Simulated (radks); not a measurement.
The numbers below are computed, except where a source is named.
Effect of the nuclear size on the rhenium ion Re2+, [Xe] 4f14 5d5. Code: a radial shooting solver on a logarithmic mesh with Libxc functionals. Model: Dirac Kohn-Sham, LDA (Slater exchange, Perdew-Wang correlation), spin-unpolarised, spherical densities, finite nucleus; open shells fill j = l - 1/2 first; Fermi nuclear charge, rms radius 5.3698 fm. The rms radius is varied about that value; shifts are against it.

rms radius (fm)  total energy shift (eV)  density at nucleus (e/bohr^3)  1s1/2 shift (meV)  2s1/2 shift (meV)  5s1/2 shift (meV)  5d5/2 shift (meV)  6s1/2 (empty) shift (meV)
4.661                              -16.0                       1.62e+06              -6490               -923              -9.29              0.094                      -1.27
4.8382                             -12.2                      1.599e+06              -4930               -701              -7.04              0.071                     -0.964
5.3698                                 0                       1.54e+06              0.000              0.000              0.000              0.000                      0.000
5.5685                              4.76                       1.52e+06               1930                274               2.75             -0.028                      0.377
6.0195                              16.0                      1.479e+06               6460                919               9.24             -0.093                       1.26

Slopes of the eigenvalues against <r^2> in GHz/fm^2, as finite differences over the two radii next to the reference (eigenvalue slopes, not the field-shift constants of lines): 1s1/2 218000, 2s1/2 31000, 5s1/2 312, 5d5/2 -3.14, 6s1/2 (empty) 42.7.
